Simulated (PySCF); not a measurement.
Species: C4H8F2O2.
SMILES with atom numbers: `[CH3:1][CH2:2][O:3][C:4]([F:5])([F:6])[O:7][CH3:8]` (hydrogens: H9, H10, H11 on C1; H12, H13 on C2; H14, H15, H16 on C8)

Computed with PySCF at CAM-B3LYP/def2-SVPD, non-relativistic, on one gas-phase PBE0-D3(BJ)/def2-SVP geometry that isn't relaxed in the solvent. The solvent is an IEF-PCM continuum (Bondi radii, 1.10 Å for H, scaled by 1.2), and excitations are vertical TDDFT with non-equilibrium linear response and a frozen core. The model holds no explicit solvent molecules, cavitation or dispersion.

Gas-phase singlets (H = HOMO, L = LUMO):

```tsv
state	E (eV)	λ (nm)	f	leading configuration
S1	8.599	144	0.023	H→L 77%
S2	8.852	140	0.011	H-1→L 61%
S3	9.325	133	0.019	H→L+3 22%
S4	9.362	132	0.001	H-2→L 68%
S5	9.568	130	0.018	H-1→L+1 34%
```

Give the list for dichloromethane (ε = 8.93), n² = 2.03.

```json
{"state": "S1", "E (eV)": "8.652", "λ (nm)": "143", "f": "0.016", "leading configuration": "H→L 80%", "change by rank (eV)": "+0.053"}
{"state": "S2", "E (eV)": "8.946", "λ (nm)": "139", "f": "0.011", "leading configuration": "H-1→L 63%", "change by rank (eV)": "+0.094"}
{"state": "S3", "E (eV)": "9.371", "λ (nm)": "132", "f": "0.003", "leading configuration": "H-2→L 67%", "change by rank (eV)": "+0.046"}
{"state": "S4", "E (eV)": "9.395", "λ (nm)": "132", "f": "0.039", "leading configuration": "H→L+2 41%", "change by rank (eV)": "+0.033"}
{"state": "S5", "E (eV)": "9.687", "λ (nm)": "128", "f": "0.026", "leading configuration": "H-1→L+1 24%", "change by rank (eV)": "+0.119"}
```

The ground-state energy changes by -0.159 eV from gas to dichloromethane. By how much does the total energy of gas-phase S1 change?

E(S1) = E(S0) + excitation energy, so it changes by -0.159 + 0.053 = -0.106 eV: it is lowered less than the ground state, which is what a blue shift means. This is the vertical state, with the slow part of the continuum still set for S0.

How do the frontier levels move from gas to dichloromethane?

```json
{"orbital": "LUMO+2", "gas (eV)": "2.15", "solvent (eV)": "2.17", "change (eV)": "+0.02"}
{"orbital": "LUMO+1", "gas (eV)": "1.68", "solvent (eV)": "1.90", "change (eV)": "+0.22"}
{"orbital": "LUMO", "gas (eV)": "1.28", "solvent (eV)": "1.39", "change (eV)": "+0.11"}
{"orbital": "HOMO", "gas (eV)": "-10.25", "solvent (eV)": "-10.24", "change (eV)": "+0.01"}
{"orbital": "HOMO-1", "gas (eV)": "-10.65", "solvent (eV)": "-10.65", "change (eV)": "0.00"}
{"orbital": "HOMO-2", "gas (eV)": "-11.20", "solvent (eV)": "-11.04", "change (eV)": "+0.16"}
{"orbital": "HOMO-3", "gas (eV)": "-11.69", "solvent (eV)": "-11.69", "change (eV)": "0.00"}
```

The HOMO–LUMO gap goes from 11.53 to 11.63 eV. Rows go by rank; for LUMO+2 the atom shares or the degeneracy differ between the runs, so the row needn't follow one orbital.

The run took 52 s on one thread of an Arm Neoverse V2 (shared host), and the process peaked at 1.2 GiB of memory. This is the whole response run at CAM-B3LYP/def2-SVPD in dichloromethane, SCF included.

Shape of the structure used: `[CH3:1][CH2:2][O:3][C:4]([F:5])([F:6])[O:7][CH3:8]`: C1–C2–O3–C4 95°, C2–O3–C4–F5 57°, O3–C4–O7–C8 -57°.
